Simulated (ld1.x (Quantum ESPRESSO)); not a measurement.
## Scattering properties, PAW potential for nickel (Ni)

- Element: nickel
- Generator: ld1.x (Quantum ESPRESSO) 7.5
- Type: PAW
- Functional: PBE
- Relativity: scalar-relativistic
- Frozen core: [Ne]
- Valence charge: 18
- Reference configuration: 3s2 3p6 3d8 4s2 4p0
- Partial waves: 3s (bound): rcut 1.30, rcutus 1.45 bohr; 4s (bound): rcut 1.30, rcutus 1.45 bohr; 3p (bound): rcut 1.10, rcutus 1.30 bohr; 4p (bound, empty): rcut 1.10, rcutus 1.30 bohr; 3d (bound): rcut 1.50, rcutus 1.80 bohr; 3d channel at -0.05 Ry: rcut 1.50, rcutus 1.80 bohr
- Local potential: all-electron potential smoothed inside 1.05 bohr (lloc = -2)
- Core correction: Bessel-smoothed model core inside 1.10 bohr
- Augmentation charge: PSQ, inside the norm-conserving radii

The phase is arctan(r·u′/u) with u = r·R(r), unwrapped; energies in Ry, scanned from -10 to 5 Ry. A pole is an energy at which the radial function vanishes at the test radius. The pseudo phase is shifted by a multiple of π to meet the all-electron one at the reference energy, and phase errors are pseudo minus all-electron; the curves can meet again beyond the range given. Levels narrower than the energy grid can be missing from the lists of poles.

```
channel  radius (bohr)  reference energy (Ry)  poles, all-electron  poles, pseudo  unbroken range about the reference energy with phases within 0.05 rad  phase error 1 Ry above the reference energy (rad)
      s           1.96                  -0.41          -8.12, 4.39    -8.12, 4.38                                                        the whole range                                             -0.000
      p           1.96                  -0.09                -5.16          -5.16                                                        the whole range                                             -0.000
      d           1.96                  -0.65                -0.32          -0.32                                                        the whole range                                             -0.000
```

Phases in the d channel:

```csv
E (Ry),all-electron,pseudo
-10.00,1.412,1.412
-9.76,1.410,1.410
-9.52,1.408,1.408
-9.28,1.406,1.406
-9.04,1.404,1.404
-8.80,1.402,1.402
-8.56,1.400,1.400
-8.32,1.397,1.397
-8.08,1.395,1.395
-7.84,1.392,1.392
-7.60,1.389,1.389
-7.36,1.387,1.387
-7.12,1.384,1.384
-6.88,1.381,1.381
-6.64,1.377,1.377
-6.40,1.374,1.374
-6.16,1.370,1.370
-5.92,1.366,1.366
-5.68,1.362,1.362
-5.44,1.357,1.357
-5.20,1.353,1.353
-4.96,1.347,1.347
-4.72,1.342,1.342
-4.48,1.336,1.336
-4.24,1.329,1.329
-4.00,1.322,1.322
-3.76,1.314,1.314
-3.52,1.305,1.305
-3.28,1.295,1.295
-3.04,1.283,1.283
-2.80,1.270,1.270
-2.56,1.253,1.253
-2.32,1.233,1.233
-2.08,1.208,1.208
-1.84,1.173,1.173
-1.60,1.121,1.121
-1.36,1.034,1.033
-1.12,0.842,0.842
-0.88,0.191,0.191
-0.64,-1.090,-1.090
-0.40,-1.505,-1.505
-0.16,-1.653,-1.653
0.08,-1.733,-1.733
0.32,-1.789,-1.789
0.56,-1.835,-1.835
0.80,-1.877,-1.877
1.04,-1.920,-1.920
1.28,-1.966,-1.966
1.52,-2.018,-2.018
1.76,-2.079,-2.080
2.00,-2.156,-2.156
2.24,-2.254,-2.254
2.48,-2.384,-2.384
2.72,-2.561,-2.560
2.96,-2.800,-2.797
3.20,-3.099,-3.095
3.44,-3.422,-3.416
3.68,-3.711,-3.704
3.92,-3.937,-3.929
4.16,-4.102,-4.095
4.40,-4.223,-4.217
4.64,-4.314,-4.308
4.88,-4.384,-4.378
```
